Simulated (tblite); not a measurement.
Species: C6H11O2S (charge -1).
Bonds: C1–S2, S2–O3 (double), S2–O4 (double), S2–C5, C5–C6, C6–C7, C7–C8, C8–C9, C6–C9. Hydrogens: H10, H11 on C1; H12, H13 on C5; H14 on C6; H15, H16 on C7; H17, H18 on C8; H19, H20 on C9.
Bond orders are those of one Lewis drawing.

Computed with GFN2-xTB (tblite), gas phase: L-BFGS steps from a force-field or distance-geometry start until the largest atomic force falls under 0.01 eV/Å.

Step 33: E = -815.4690 eV
```
atom  x, y, z in Å  |  force x, y, z in eV/Å
C1      3.6445   -0.2399    0.0001    0.002   0.080   0.031
S2      2.0470   -0.8309   -0.0350    0.031  -0.066   0.037
O3      1.6471   -1.3120    1.2885   -0.048   0.024   0.022
O4      1.8820   -1.8096   -1.1131   -0.034   0.045  -0.007
C5      0.7302    0.4712   -0.4872    0.094  -0.001  -0.011
C6     -0.6221   -0.1633   -0.5991   -0.015   0.013   0.009
C7     -1.8020    0.7702   -0.9642   -0.058   0.042  -0.020
C8     -2.5677    0.2829    0.2730   -0.008  -0.013  -0.005
C9     -1.3239   -0.4939    0.7273   -0.030  -0.005   0.063
H10     3.7026    0.4772    0.8255   -0.083  -0.062  -0.106
H11     3.7972    0.2750   -0.9515    0.021  -0.047   0.034
H12     1.0744    0.8522   -1.4451   -0.013   0.080  -0.078
H13     0.7658    1.2545    0.2666    0.019   0.001   0.036
H14    -0.5374   -1.0316   -1.2534    0.019   0.003  -0.038
H15    -1.5346    1.8256   -0.9198    0.022   0.017   0.019
H16    -2.2919    0.5813   -1.9182    0.007  -0.041  -0.058
H17    -2.9155    1.0616    0.9546    0.026  -0.001  -0.030
H18    -3.4150   -0.3567    0.0233    0.010  -0.015   0.018
H19    -1.4720   -1.5499    0.9279    0.012  -0.062   0.003
H20    -0.8138   -0.0534    1.5774    0.026   0.009   0.082
```

Step 34: E = -815.4706 eV
```
atom  x, y, z in Å  |  force x, y, z in eV/Å
C1      3.6417   -0.2383    0.0017    0.012   0.001  -0.012
S2      2.0463   -0.8311   -0.0339    0.008  -0.035   0.013
O3      1.6444   -1.3148    1.2876   -0.045   0.024   0.030
O4      1.8800   -1.8045   -1.1155   -0.023  -0.005  -0.028
C5      0.7318    0.4707   -0.4875    0.061   0.004   0.002
C6     -0.6201   -0.1654   -0.5981   -0.028   0.003   0.016
C7     -1.7980    0.7702   -0.9645   -0.079   0.020   0.013
C8     -2.5664    0.2829    0.2723   -0.007  -0.011  -0.002
C9     -1.3230   -0.4959    0.7287   -0.049   0.019   0.059
H10     3.6936    0.4834    0.8171   -0.064   0.015   0.024
H11     3.7976    0.2714   -0.9499    0.022  -0.039  -0.032
H12     1.0726    0.8532   -1.4462   -0.005   0.070  -0.068
H13     0.7630    1.2546    0.2656    0.032   0.012   0.044
H14    -0.5351   -1.0344   -1.2511    0.018   0.003  -0.043
H15    -1.5267    1.8245   -0.9158    0.009   0.010   0.007
H16    -2.2887    0.5839   -1.9192    0.021  -0.034  -0.046
H17    -2.9152    1.0634    0.9530    0.040  -0.028  -0.045
H18    -3.4148   -0.3567    0.0228    0.034   0.003   0.017
H19    -1.4743   -1.5524    0.9307    0.026  -0.023  -0.009
H20    -0.8139   -0.0541    1.5797    0.017  -0.008   0.061
```

Step 35: E = -815.4717 eV
```
atom  x, y, z in Å  |  force x, y, z in eV/Å
C1      3.6413   -0.2395    0.0017    0.016  -0.011  -0.004
S2      2.0460   -0.8316   -0.0329   -0.017  -0.007  -0.009
O3      1.6417   -1.3136    1.2887   -0.034   0.020   0.016
O4      1.8766   -1.8025   -1.1162   -0.013  -0.024  -0.018
C5      0.7337    0.4721   -0.4879    0.012   0.013  -0.003
C6     -0.6194   -0.1650   -0.5979   -0.019   0.004   0.016
C7     -1.7988    0.7703   -0.9652   -0.045  -0.004   0.020
C8     -2.5661    0.2822    0.2723    0.003  -0.011   0.000
C9     -1.3226   -0.4964    0.7301   -0.030   0.023   0.029
H10     3.6921    0.4822    0.8164   -0.057   0.023   0.036
H11     3.7979    0.2698   -0.9496    0.019  -0.039  -0.041
H12     1.0722    0.8563   -1.4480   -0.008   0.053  -0.033
H13     0.7624    1.2560    0.2658    0.040   0.005   0.032
H14    -0.5329   -1.0342   -1.2517    0.012   0.018  -0.026
H15    -1.5257    1.8249   -0.9155   -0.009  -0.010  -0.001
H16    -2.2889    0.5825   -1.9209    0.033  -0.020  -0.017
H17    -2.9143    1.0633    0.9522    0.034  -0.027  -0.040
H18    -3.4143   -0.3579    0.0237    0.033   0.004   0.015
H19    -1.4732   -1.5542    0.9309    0.030   0.013  -0.011
H20    -0.8129   -0.0541    1.5816    0.000  -0.023   0.037
```

**Question.** Estimate the geometry and energy of step 36. (The exact step hangs on the optimiser's Hessian estimate; all steps are aligned on step 35, rigid shifts and turns removed.)

**Answer.** E = -815.4728 eV, largest force 0.061 eV/Å
```
atom  x, y, z in Å  |  force x, y, z in eV/Å
C1      3.6415   -0.2434    0.0014    0.009  -0.012   0.011
S2      2.0442   -0.8316   -0.0317   -0.036   0.019  -0.028
O3      1.6370   -1.3101    1.2909   -0.018   0.022  -0.015
O4      1.8695   -1.8008   -1.1158    0.000  -0.035   0.000
C5      0.7361    0.4760   -0.4892   -0.042   0.026  -0.008
C6     -0.6183   -0.1632   -0.5980   -0.002   0.010   0.011
C7     -1.8012    0.7697   -0.9662    0.009  -0.029   0.013
C8     -2.5654    0.2804    0.2722    0.010  -0.009   0.003
C9     -1.3215   -0.4964    0.7313    0.010   0.017  -0.007
H10     3.6925    0.4771    0.8176   -0.051   0.019   0.028
H11     3.7986    0.2677   -0.9492    0.013  -0.044  -0.035
H12     1.0721    0.8633   -1.4507   -0.016   0.025   0.017
H13     0.7631    1.2593    0.2662    0.044  -0.005   0.016
H14    -0.5283   -1.0324   -1.2528    0.000   0.036  -0.003
H15    -1.5273    1.8247   -0.9164   -0.029  -0.029  -0.010
H16    -2.2908    0.5789   -1.9225    0.047  -0.006   0.011
H17    -2.9124    1.0621    0.9504    0.019  -0.007  -0.014
H18    -3.4132   -0.3604    0.0265    0.019  -0.006   0.006
H19    -1.4697   -1.5559    0.9297    0.030   0.043  -0.011
H20    -0.8116   -0.0543    1.5838   -0.015  -0.034   0.013
```

The energy changes by -0.0011 eV. The first-order estimate −F·Δx gives -0.0016 eV and the mean of the old and new forces, exact on a quadratic surface, -0.0011 eV. The step makes an angle of 62° with the force vector and moves no atom by more than 0.008 Å.

What follows is the cost of the whole relaxation. Time: 0.9 s wall. Hardware: Arm Neoverse N1, one thread, on a shared host.
